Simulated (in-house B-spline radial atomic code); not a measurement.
The numbers below are computed, except where a source is named.
**Cl in an electron gas of r_s = 2.2: phase shifts, screening, friction and resistivity**

A nucleus sits in a uniform electron gas with a rigid positive background. The Kohn-Sham equations are solved self-consistently in the spin-unpolarised LDA (PW92), non-relativistic, on B-splines with outgoing waves at the boundary and partial waves to l = 8. The model has no lattice, no bands and no magnetic solution. Atomic units; δ_l are the phase shifts at the Fermi level, counted so that each bound state adds π, and good to about 0.0005.

The density parameter is r_s = 2.2 bohr, near that of the valence electrons of Ga (3 per atom, density 5.91 g/cm³, mass 69.72 u, which gives r_s = 2.19).

```
l  δ_l (rad)
0     7.8876
1     5.3490
2     0.4870
3     0.0394
4     0.0054
5     0.0012
6     0.0002
7     0.0002
8     0.0001
```

Bound levels below the band bottom (hartree): s -99.92, s -8.773, p -6.621, s -0.435, p -0.03751.

(1) Check the Friedel sum rule, and say where the screening charge sits.

(2) Find the transport cross section and the electronic stopping of a 1 keV Cl ion (mass 35.45 u).

(3) What residual resistivity would 1 atomic per cent of such centres give in Ga?

(4) On a substitutional site the background of one host ion, a sphere holding 3 charges, is taken out. The phase shifts for l = 0 to 4 become 7.5304, 4.9853, -0.0364, -0.0317, -0.0076. What follows?

## Answers

(1) k_F = (9π/4)^(1/3)/r_s = 0.87234. The rule is Z = (2/π) Σ (2l + 1) δ_l. The terms are s 5.021, p 10.216, d 1.550, f 0.176 and 0.044 beyond, in all 17.007 against Z = 17. Bound states hold 6 s, 12 p, 0 d electrons, so the scattering states carry -0.99 in all; where a term is smaller than its bound count, the bound level has drawn weight out of the band.

(2) σ_tr = (4π/k_F²) Σ (l + 1) sin²(δ_l − δ_(l+1)). The terms for l = 0 to 3 are 0.3216, 1.9556, 0.5620, 0.0046, all together 2.8439, so σ_tr = 16.513 × 2.8439 = 46.961 bohr². With n = 3/(4π r_s³) = 0.02242, the friction coefficient is Q = n k_F σ_tr = 0.9185. For v well below v_F = 0.872, dE/dx = Q v; with 24801 eV per u at v = 1, v = √(1000/(24801 × 35.45)) = 0.0337, so dE/dx = 0.03098 hartree/bohr = 15.9 eV/nm. The largest term couples the p and d waves.

(3) Δρ = k_F n_i σ_tr/n in atomic units of 21.74 μΩ·cm. With one host atom per 3 electrons, n_i/n = 0.01/3, so Δρ = 0.8723 × 0.00333 × 46.961 × 21.74 = 2.97 μΩ·cm. This is an atom added to the gas, as on an interstitial site.

(4) The Friedel sum is now 14.01, for Z − 3 = 14. The sum in σ_tr is 2.1328, so σ_tr = 35.22 bohr² and Δρ = 2.23 μΩ·cm per atomic per cent, 0.75 times the value above. A real host ion scatters too, so this model doesn't give zero even for the host's own atom.
